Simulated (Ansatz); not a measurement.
A made-up structure of CH₃SZn (charge +1), closed shell:

```csv
atom,x (Å),y (Å),z (Å)
S1,0.0709,-0.2051,-0.3180
C2,-1.4717,-0.6701,-0.4145
Zn3,0.7914,1.0018,1.1358
H4,-1.4757,-1.2803,-1.2813
H5,0.9060,-0.6699,-1.2855
H6,1.3455,1.9046,2.2178
```

It is relaxed with PBE-D4/def2-SVP and then PBE0-D4/def2-TZVP (Ansatz 0.2.0). Atoms count as bonded within 1.22 times the sum of their covalent radii (H–H: 0.88 Å). The end point is not checked to be a true minimum.

(1) Does its bonding change? (Judge from chemistry; the calculation decides.)

Answers

(1) Computed: Yes. Formed: C2–Zn3; broken: S1–Zn3.

Where it ends: The first stage lowers the energy by 3.09 eV in 18 steps. It ends as CH₃SZn ([SH][CH][ZnH]), total charge +1:
S1  (0.933, -0.631, -1.237)
C2  (-0.222, -0.195, -0.197)
Zn3  (0.097, 1.006, 1.398)
H4  (-1.222, -0.586, -0.390)
H5  (0.259, -1.420, -2.117)
H6  (0.320, 1.906, 2.596)
(Å)

Labels in which every atom is bracketed show which atoms are joined, not bond orders.

For scale, one of the runs: PBE0-D4/def2-TZVP relaxation, 134 basis functions, launched by `ansatz run in.yaml --threads 2 --pin off --events-out ev --progress --plain --max-ram 4352MiB`. The run took about 14 s on 2 CPU threads of an Intel Xeon 6975P-C (shared host).
